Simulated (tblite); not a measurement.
Species: C6H8O5.
SMILES with atom numbers: `[CH3:1][O:2][C@@H:3]1[O:4][C:5](=[O:6])[C:7](=[O:8])[O:9][C@H:10]1[CH3:11]` (hydrogens: H12, H13, H14 on C1; H15 on C3; H16 on C10; H17, H18, H19 on C11)

Computed with GFN2-xTB (tblite), gas phase: L-BFGS steps from a force-field or distance-geometry start until the largest atomic force falls under 0.01 eV/Å.

Step 2: E = -1013.7667 eV
```
atom  x, y, z in Å  |  force x, y, z in eV/Å
C1      2.6597    0.0711    0.7176   -0.095  -0.088  -0.082
O2      1.2678   -0.0337    1.0117   -0.070   0.028   0.006
C3      0.4924   -0.4284   -0.0699   -0.032  -0.140  -0.036
O4      0.4402    0.5839   -1.0794   -0.169  -0.025   0.201
C5     -0.3768    1.6389   -0.8326   -0.045   0.060  -0.113
O6     -0.5216    2.5181   -1.6330    0.133  -0.352   0.256
C7     -1.1510    1.6223    0.5130    0.164  -0.003  -0.065
O8     -1.4179    2.6366    1.0914   -0.039  -0.423  -0.159
O9     -1.5452    0.4124    0.9469    0.252   0.072   0.133
C10    -0.9414   -0.7628    0.3897   -0.101   0.164   0.037
C11    -1.8336   -1.3261   -0.7212    0.065   0.061   0.006
H12     3.1855    0.3592    1.6256   -0.275   0.026   0.075
H13     3.0436   -0.9005    0.3861   -0.021   0.056  -0.079
H14     2.8308    0.8275   -0.0513    0.032  -0.045  -0.047
H15     0.9338   -1.3278   -0.5460   -0.043   0.292  -0.169
H16    -0.8792   -1.4896    1.2146   -0.013   0.238  -0.043
H17    -1.9820   -0.5955   -1.5145    0.120   0.006  -0.016
H18    -2.8144   -1.5665   -0.3139    0.102   0.026   0.072
H19    -1.4006   -2.2299   -1.1421    0.034   0.047   0.023
```

Step 3: E = -1013.7781 eV
```
atom  x, y, z in Å  |  force x, y, z in eV/Å
C1      2.6581    0.0700    0.7164   -0.070  -0.034  -0.034
O2      1.2667   -0.0335    1.0113   -0.064   0.003   0.000
C3      0.4917   -0.4298   -0.0699   -0.076  -0.053   0.013
O4      0.4377    0.5833   -1.0763   -0.095  -0.052   0.102
C5     -0.3774    1.6377   -0.8321   -0.014  -0.057   0.005
O6     -0.5199    2.5148   -1.6311    0.098  -0.170   0.093
C7     -1.1478    1.6200    0.5107    0.107   0.021  -0.025
O8     -1.4190    2.6318    1.0901   -0.039  -0.294  -0.121
O9     -1.5411    0.4139    0.9489    0.211  -0.001   0.134
C10    -0.9430   -0.7601    0.3902   -0.034   0.082   0.018
C11    -1.8328   -1.3252   -0.7212    0.049   0.064   0.024
H12     3.1813    0.3596    1.6267   -0.273   0.012   0.042
H13     3.0434   -0.8999    0.3848   -0.020   0.027  -0.077
H14     2.8313    0.8267   -0.0520    0.022  -0.044  -0.042
H15     0.9333   -1.3236   -0.5488   -0.019   0.210  -0.183
H16    -0.8793   -1.4860    1.2140   -0.020   0.197  -0.009
H17    -1.9801   -0.5955   -1.5147    0.107   0.018  -0.030
H18    -2.8127   -1.5661   -0.3128    0.086   0.027   0.063
H19    -1.4001   -2.2291   -1.1418    0.043   0.045   0.028
```

**Question.** Estimate the geometry and energy of step 4. (The exact step hangs on the optimiser's Hessian estimate; all steps are aligned on step 3, rigid shifts and turns removed.)

**Answer.** E = -1013.7962 eV, largest force 0.454 eV/Å
```
atom  x, y, z in Å  |  force x, y, z in eV/Å
C1      2.6523    0.0680    0.7138   -0.037   0.028  -0.002
O2      1.2624   -0.0335    1.0098   -0.039  -0.040   0.027
C3      0.4864   -0.4322   -0.0680   -0.031   0.027   0.014
O4      0.4306    0.5792   -1.0675    0.067  -0.066  -0.150
C5     -0.3788    1.6302   -0.8273    0.060   0.028  -0.103
O6     -0.5136    2.5064   -1.6277    0.043  -0.043  -0.002
C7     -1.1380    1.6149    0.5052   -0.004  -0.268  -0.038
O8     -1.4230    2.6147    1.0842   -0.125   0.403   0.168
O9     -1.5259    0.4164    0.9574    0.068  -0.125   0.122
C10    -0.9463   -0.7527    0.3915    0.107  -0.121  -0.011
C11    -1.8299   -1.3212   -0.7204    0.025   0.048   0.022
H12     3.1633    0.3606    1.6300   -0.210  -0.006   0.016
H13     3.0423   -0.8983    0.3794   -0.034  -0.006  -0.040
H14     2.8329    0.8236   -0.0547   -0.013  -0.027  -0.024
H15     0.9324   -1.3094   -0.5614    0.007   0.025  -0.155
H16    -0.8805   -1.4723    1.2128   -0.027   0.016   0.115
H17    -1.9726   -0.5947   -1.5161    0.065   0.043  -0.048
H18    -2.8063   -1.5642   -0.3086    0.020   0.032   0.036
H19    -1.3974   -2.2261   -1.1400    0.059   0.054   0.052
```

The energy changes by -0.0181 eV. The first-order estimate −F·Δx gives -0.0344 eV and the mean of the old and new forces, exact on a quadratic surface, -0.0180 eV. The step makes an angle of 15° with the force vector and moves no atom by more than 0.019 Å.

The cost below is that of the whole relaxation. The run took 0.41 s of wall time on an Arm Neoverse V1 with one thread, shared host with 32 logical CPUs at a one-minute load of 28.
